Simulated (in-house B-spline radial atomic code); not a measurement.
Results of a calculation; reference values are marked as such.
V in an electron gas of r_s = 3: phase shifts, screening, friction and resistivity

A nucleus sits in a uniform electron gas with a rigid positive background. The Kohn-Sham equations are solved self-consistently in the spin-unpolarised LDA (PW92), non-relativistic, on B-splines with outgoing waves at the boundary and partial waves to l = 8. The model has no lattice, no bands and no magnetic solution. Atomic units; δ_l are the phase shifts at the Fermi level, counted so that each bound state adds π, and good to about 0.0005. A narrow, partly filled d or f resonance in a thin gas would split by spin, so such rows rest on a solution that is probably unstable.

The density parameter is r_s = 3 bohr, near that of the valence electrons of Ag (1 per atom, density 10.5 g/cm³, mass 107.87 u, which gives r_s = 3.02).

| l | δ_l (rad) |
| --- | --- |
| 0 | 9.4116 |
| 1 | 6.3847 |
| 2 | 1.5540 |
| 3 | -0.0262 |
| 4 | -0.0030 |
| 5 | -0.0006 |
| 6 | -0.0003 |
| 7 | -0.0004 |
| 8 | -0.0003 |

Bound levels below the band bottom (hartree): s -194.8, s -21.33, p -17.95, s -2.066, p -1.155.

**Question.** Check the Friedel sum rule, and say where the screening charge sits.

**Answer.** k_F = (9π/4)^(1/3)/r_s = 0.63972. The rule is Z = (2/π) Σ (2l + 1) δ_l. The terms are s 5.992, p 12.194, d 4.947, f -0.117 and -0.031 beyond, in all 22.984 against Z = 23. Bound states hold 6 s, 12 p, 0 d electrons, so the scattering states carry 4.98 in all.

**Question.** Find the transport cross section and the electronic stopping of a 1 keV V ion (mass 50.94 u).

**Answer.** σ_tr = (4π/k_F²) Σ (l + 1) sin²(δ_l − δ_(l+1)). The terms for l = 0 to 3 are 0.0131, 1.9721, 2.9997, 0.0022, all together 4.9871, so σ_tr = 30.707 × 4.9871 = 153.138 bohr². With n = 3/(4π r_s³) = 0.008842, the friction coefficient is Q = n k_F σ_tr = 0.8662. For v well below v_F = 0.640, dE/dx = Q v; with 24801 eV per u at v = 1, v = √(1000/(24801 × 50.94)) = 0.0281, so dE/dx = 0.02437 hartree/bohr = 12.5 eV/nm. The largest term couples the d and f waves.

**Question.** What residual resistivity would 1 atomic per cent of such centres give in Ag?

**Answer.** Δρ = k_F n_i σ_tr/n in atomic units of 21.74 μΩ·cm. With one host atom per 1 electron, n_i/n = 0.01/1, so Δρ = 0.6397 × 0.01000 × 153.138 × 21.74 = 21.30 μΩ·cm. This is an atom added to the gas, as on an interstitial site.

**Question.** On a substitutional site the background of one host ion, a sphere holding 1 charge, is taken out. The phase shifts for l = 0 to 4 become 9.2761, 6.2830, 1.3307, -0.0276, -0.0033. What follows?

**Answer.** The Friedel sum is now 21.99, for Z − 1 = 22. The sum in σ_tr is 4.7779, so σ_tr = 146.71 bohr² and Δρ = 20.40 μΩ·cm per atomic per cent, 0.96 times the value above. A real host ion scatters too, so this model doesn't give zero even for the host's own atom.
